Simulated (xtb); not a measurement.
C2H7OSi (SMILES C[Si](C)O), doublet, from a rough starting geometry; GFN2-xTB run with xtb 6.7.1.

Here is a job for xtb.
```
$ xtb mol.xyz --gfn 2 --uhf 1 --opt vtight --json

# file mol.xyz
11

C      1.70148383    -0.46912974     0.08970098
Si     0.06388405     0.50476233     0.49078657
C     -1.52823156    -0.42285174     0.12315602
O      0.24064233     1.83883883    -0.37144679
H      2.52367653    -0.13732033     0.68132771
H      1.45130160    -1.52546568     0.27662203
H      1.89765156    -0.31654650    -0.96364650
H     -1.59018364    -0.58641443    -0.97512811
H     -2.42026126     0.16377246     0.44755234
H     -1.57038678    -1.37346173     0.60710580
H     -0.52284507     2.42877832    -0.47317340
```

Output, abridged:

```
   ID    Z sym.   atoms
    1    6 C      1, 3
    2   14 Si     2
    3    8 O      4
    4    1 H      5-11

           -------------------------------------------------
          |                Calculation Setup                |
           -------------------------------------------------

           -------------------------------------------------
          |                 G F N 2 - x T B                 |
           -------------------------------------------------

          ...................................................
          :                      SETUP                      :
          :.................................................:
          :  # basis functions                  29          :
          :  # atomic orbitals                  28          :
          :  # shells                           16          :
          :  # electrons                        25          :
          :  max. iterations                   250          :
          :  Hamiltonian                  GFN2-xTB          :
          :  restarted?                      false          :
          :  GBSA solvation                  false          :
          :  PC potential                    false          :
          :  electronic temp.          300.0000000     K    :
          :  accuracy                    1.0000000          :
          :  -> integral cutoff          0.2500000E+02      :
          :  -> integral neglect         0.1000000E-07      :
          :  -> SCF convergence          0.1000000E-05 Eh   :
          :  -> wf. convergence          0.1000000E-03 e    :
          :  Broyden damping             0.4000000          :
          :  net charge                          0          :
          :  unpaired electrons                  1          :
          ...................................................

 iter      E             dE          RMSdq      gap      omega  full diag
   1    -13.7575294 -0.137575E+02  0.489E+00    3.63       0.0  T
   2    -13.7632249 -0.569548E-02  0.289E+00    3.73       1.0  T
   3    -13.7642012 -0.976320E-03  0.544E-01    3.88       1.0  T
   4    -13.7643619 -0.160647E-03  0.287E-01    3.90       1.0  T
   5    -13.7643812 -0.193115E-04  0.101E-01    3.90       1.0  T
   6    -13.7643907 -0.946669E-05  0.401E-02    3.90       1.0  T
   7    -13.7643906  0.422744E-07  0.106E-02    3.90       2.9  T
   8    -13.7643908 -0.179174E-06  0.844E-03    3.90       3.6  T
[...]
 * total energy  :   -13.6140741 Eh     change       -0.6929386E-04 Eh
 * total energy  :   -13.6140866 Eh     change       -0.1251656E-04 Eh
 * total energy  :   -13.6141020 Eh     change       -0.1540109E-04 Eh
 * total energy  :   -13.6141147 Eh     change       -0.1263576E-04 Eh
 * total energy  :   -13.6141187 Eh     change       -0.4054594E-05 Eh
 * total energy  :   -13.6141217 Eh     change       -0.2968495E-05 Eh
 * total energy  :   -13.6141249 Eh     change       -0.3245111E-05 Eh
 * total energy  :   -13.6141281 Eh     change       -0.3132862E-05 Eh
 * total energy  :   -13.6141308 Eh     change       -0.2692437E-05 Eh
 * total energy  :   -13.6141319 Eh     change       -0.1196654E-05 Eh
 * total energy  :   -13.6141321 Eh     change       -0.1435115E-06 Eh
 * total energy  :   -13.6141321 Eh     change       -0.3953329E-07 Eh
   *** GEOMETRY OPTIMIZATION CONVERGED AFTER 23 ITERATIONS ***
         :: total energy             -13.614132131001 Eh    ::
[...]
     6   1 H        0.925     0.016     2.794     2.614
     7   1 H        0.925     0.028     2.612     2.527
     8   1 H        0.925     0.023     2.689     2.564
     9   1 H        0.925     0.017     2.777     2.606
    10   1 H        0.925     0.020     2.736     2.587
    11   1 H        0.808     0.290     0.751     1.361

 Mol. C6AA /au·bohr⁶  :       1454.667645
 Mol. C8AA /au·bohr⁸  :      48837.561812
 Mol. α(0) /au        :         66.715095

Wiberg/Mayer (AO) data.
largest (>0.10) Wiberg bond orders for each atom

 ---------------------------------------------------------------------------
     #   Z sym  total        # sym  WBO       # sym  WBO       # sym  WBO
 ---------------------------------------------------------------------------
     1   6 C    3.979 --     6 H    0.999     5 H    0.995     7 H    0.986
                             2 Si   0.889
     2  14 Si   2.995 --     4 O    1.182     1 C    0.889     3 C    0.882
     3   6 C    3.974 --    10 H    0.999     9 H    0.994     8 H    0.985
                             2 Si   0.882
     4   8 O    2.169 --     2 Si   1.182    11 H    0.894
     5   1 H    0.999 --     1 C    0.995
     6   1 H    1.000 --     1 C    0.999
     7   1 H    0.999 --     1 C    0.986
     8   1 H    0.999 --     3 C    0.985
     9   1 H    1.000 --     3 C    0.994
    10   1 H    1.000 --     3 C    0.999
    11   1 H    0.916 --     4 O    0.894
 ---------------------------------------------------------------------------

Topologies differ in total number of bonds
Writing topology from bond orders to xtbtopo.mol

molecular dipole:
                 x           y           z       tot (Debye)
 q only:       -0.367       0.210       0.400
   full:       -0.495       0.032      -0.179       1.339
molecular quadrupole (traceless):
                xx          xy          yy          xz          yz          zz
 q only:       -2.130      -2.871       0.961       0.531       0.440       1.169
  q+dip:       -0.658      -3.776       1.303       0.624      -0.442      -0.644
   full:       -0.159      -4.125       1.821       0.800      -0.382      -1.661

optimized geometry written to: xtbopt.xyz

           -------------------------------------------------
          | TOTAL ENERGY              -13.614132131001 Eh   |
          | GRADIENT NORM               0.000069132264 Eh/α |
          | HOMO-LUMO GAP               3.985138224009 eV   |
           -------------------------------------------------
```
